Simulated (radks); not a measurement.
Task: Co2+, configuration [Ar] 3d7. Method: Dirac Kohn-Sham, PBE, spin-unpolarised, spherical densities, point nucleus; open shells are shared between the two j in proportion to 2j + 1; computed with a radial shooting solver on a logarithmic mesh with Libxc functionals. Some entries of the table are withheld. Estimate them.

orbital,occ.,eigenvalue (hartree),<1/r> (bohr^-1)
1s1/2,2,-279.6858,27.03
2s1/2,2,-33.71804,(1)
2p1/2,2,-29.34219,5.787
2p3/2,4,-28.79730,5.676
3s1/2,2,-4.46335,(2)
3p1/2,2,-3.15876,1.705
3p3/2,4,-3.09087,1.679
3d3/2,2.8,-0.99890,1.315
3d5/2,4.2,-0.99163,1.308
4s1/2,0,-0.76923,0.5379
4p1/2,0,(3),0.4457
4p3/2,0,(4),0.4416

Result: 
(1) 2s1/2 <1/r> (bohr^-1): 5.839
(2) 3s1/2 <1/r> (bohr^-1): 1.835
(3) 4p1/2 eigenvalue (hartree): -0.54246
(4) 4p3/2 eigenvalue (hartree): -0.53748
